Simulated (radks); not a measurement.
These are the eigenvalues of the occupied orbitals of an atom or ion with whole-number occupations (eV). All-electron calculation, scalar-relativistic Kohn-Sham, r2SCAN, spin-polarised, spherical densities, finite nucleus; meta-GGA in the generalised Kohn-Sham scheme; Fermi nuclear charge, rms radius of each element as measured or else 0.836 A^(1/3) + 0.57 fm. Program: a radial shooting solver on a logarithmic mesh with Libxc functionals.

| orbital | eigenvalue |
|---|---|
| 1s up | -90745.46 |
| 1s down | -90745.44 |
| 2s down | -16350.37 |
| 2s up | -16350.37 |
| 2p up | -13990.37 |
| 2p down | -13990.36 |
| 3s up | -3972.456 |
| 3s down | -3972.448 |
| 3p up | -3295.340 |
| 3p down | -3295.329 |
| 3d up | -2612.806 |
| 3d down | -2612.795 |
| 4s up | -932.6792 |
| 4s down | -932.6575 |
| 4p up | -709.8868 |
| 4p down | -709.8647 |
| 4d up | -453.6161 |
| 4d down | -453.5905 |
| 5s up | -178.3545 |
| 5s down | -178.2840 |
| 4f up | -171.9745 |
| 4f down | -171.9442 |
| 5p up | -115.8731 |
| 5p down | -115.8325 |
| 5d up | -45.3916 |
| 5d down | -45.2572 |
| 6s up | -31.5775 |
| 6s down | -30.4557 |
| 6p up | -19.7028 |

Which element is it, and in what charge state? The configuration may be excited. Open shells, if any, are filled with parallel spins first.

Answer. Z = 83, bismuth, charge +2: Bi2+ in [Hg] 6p1. The list shows which subshells hold electrons but not how many an open one holds; the 1s level, -3334.8 hartree, gives Z - s = 81.7 by -(Z - s)^2/2, which with screening and relativity narrows Z to a few neighbours, and the depths of the outer levels then fix element, charge and occupations together.
